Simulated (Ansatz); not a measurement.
`COB(C)F` + `C[SiH](C)[SiH2]F` → `COB(F)[SiH2]F` + `C[SiH](C)C`  (redistribution)

Gas-phase electronic energies from Ansatz, PBE0-D4/def2-TZVP geometries. CCSD(T)/CBS is the MP2 limit (def2-TZVPP, def2-QZVPP) plus CCSD(T) − MP2 in def2-TZVPP, frozen cores. DFT in def2-TZVPP. One conformer a species, not always the lowest.

| level | ΔE (eV) |
| --- | --- |
| B2PLYP | 0.23 |
| PBE0 | 0.29 |
| CCSD/def2-TZVPP | 0.24 |
| CCSD(T)/def2-TZVPP | 0.24 |

Question: What does CCSD(T)/CBS give? (An estimate is asked.)

Answer: The calculation gave: +0.24 eV. The listed levels differ from it by -0.01, 0.05, 0.00, 0.00 eV.

Largest T1 diagnostic among the species: 0.013.
